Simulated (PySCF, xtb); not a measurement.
C3H8As, SMILES C[As]([CH2])C, multiplicity 2.

Geometry: r2SCAN-D4/def2-SVP. The isomer is the one that the SMILES or the coordinates give; other isomers of the formula were not compared.

Level of theory: IEF-PCM-M06-2X/def2-SVP (PySCF).

The values are the electrostatic part of the solvation free energy, E(continuum) − E(gas) at the gas-phase geometry, in a cavity of scaled van der Waals radii (PySCF's table); cavitation and dispersion terms are not included. The dipole moment in vacuum is 0.84 D.

Task: Estimate the values in water (ε = 78.36), dichloromethane (ε = 8.93), chloroform (ε = 4.71). (The exact figures need the calculation; the answer reports its results.)

Result: 
| solvent | ε | ΔG(elec) (kcal/mol) | dipole (D) |
|---|---|---|---|
| water | 78.36 | -2.2 | 1.14 |
| dichloromethane | 8.93 | -1.8 | 1.09 |
| chloroform | 4.71 | -1.5 | 1.05 |

For comparison, GFN2-xTB/ALPB(water) (xtb, at the GFN2-xTB geometry, all terms of that model) gives -1.0 kcal/mol.
